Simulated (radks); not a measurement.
Neutral lutetium, 71 electrons, occupied as [Xe] 4f14 5d1 6s2.

All-electron calculation, Dirac Kohn-Sham, PBEsol, spin-unpolarised, spherical densities, point nucleus; open shells fill j = l - 1/2 first. Program: a radial shooting solver on a logarithmic mesh with Libxc functionals.

Energy parts (eV):
| part | energy |
|---|---|
| total | -396650.04 |
| kinetic | 442214.76 |
| electron-nucleus | -986647.34 |
| Hartree | 155881.07 |
| exchange-correlation | -8098.53 |

Orbitals (lengths in bohr, moments of r in powers of bohr; <r^-3> diverges for s and p1/2):
orbital  occ.  eigenvalue (eV)   <1/r>  <r^-3>
1s1/2       2        -63140.25   82.22       -
2s1/2       2        -10741.36   19.89       -
2p1/2       2        -10252.24   19.85       -
2p3/2       4        -9135.287   16.96   14140
3s1/2       2        -2433.764   7.291       -
3p1/2       2        -2217.506   7.206       -
3p3/2       4        -1979.296   6.461    3142
3d3/2       4        -1612.281   6.352   539.5
3d5/2       6        -1560.262   6.172   465.4
4s1/2       2        -484.0573   3.055       -
4p1/2       2        -396.0587   2.944       -
4p3/2       4        -341.7741   2.683   715.7
4d3/2       4        -197.1419   2.462   106.2
4d5/2       6        -187.2324   2.399   89.72
5s1/2       2         -60.7948   1.143       -
5p1/2       2         -36.4778   1.006       -
5p3/2       4         -29.5802  0.9128   88.59
4f5/2       6         -10.3171   1.844   14.30
4f7/2       8          -8.7940   1.812   13.58
6s1/2       2          -4.6266  0.3457       -
5d3/2       1          -1.8869  0.4852   3.619
5d5/2       0          -1.5714  0.4581   2.801

The highest occupied level is 5d3/2 at -1.887 eV. Summed over all electrons, <r^2> = 73.47 bohr^2, which gives a Langevin (diamagnetic) susceptibility term of -58.2 x 10^-6 cm^3/mol. For comparison, the ionisation energy in NIST's Atomic Spectra Database is 5.426 eV (measured). In exact Kohn-Sham theory the highest level is minus the ionisation energy, but local and semilocal functionals leave it too shallow, through self-interaction and a potential that decays too fast; potentials with the right tail come closer. The density falls to 0.001 e/bohr^3 at r = 5.05 bohr.

Beside tabulated values, note that spin-unpolarised runs miss the spin-polarisation part of the exchange energy of open shells.
